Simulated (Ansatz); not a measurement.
Geometry optimisation, Ansatz, RKS CAM-B3LYP/def2-TZVP.

Input file:

```yaml
crystal:
  periodic: [false, false, false]
  atoms:
    - { symbol: O, position_ang: [0.4737, -0.7806, 0.4899] }
    - { symbol: Zn, position_ang: [0.0517, 0.657, -0.2128] }
    - { symbol: H, position_ang: [-0.3895, -1.3274, 0.3333] }
    - { symbol: H, position_ang: [-0.0804, 1.3908, -0.6307] }
basis:
  gaussian: { orbitals: def2-TZVP }
hamiltonian:
  xc: cam_b3lyp
relax:
  f_tol: 0.02
  max_steps: 50
```

Launched with:

```bash
$ ansatz run input.yaml --threads 2 --pin off --max-ram 3072MiB --backend cpu --events-out ev --progress --plain --runs-dir out
```

Where does it end, and by what steps?

It converged. After 6 steps the energy has fallen by 10.649 eV; H4 moved furthest, 0.61 Å. The start is strongly strained (largest force component 46 eV/Å).

```tsv
step	energy less start (eV)	largest force component (eV/Å)	accepted
0	0.0000	46.144	yes
1	-8.0676	13.573	yes
2	-9.9219	5.517	yes
3	-10.5771	1.337	yes
4	-10.6439	0.369	yes
5	-10.6487	0.068	yes
6	-10.6489	0.002	yes
```

```xyz
4
Properties=species:S:1:pos:R:3
O 0.372 -0.969 0.538
Zn 0.070 0.599 -0.224
H -0.298 -1.653 0.506
H -0.088 1.963 -0.841
```

Whether the end is a true minimum wasn't checked by a vibrational analysis.

Time of the run: 19 s on 2 threads of Arm Neoverse N1 (shared host), peak memory 0.18 GiB.
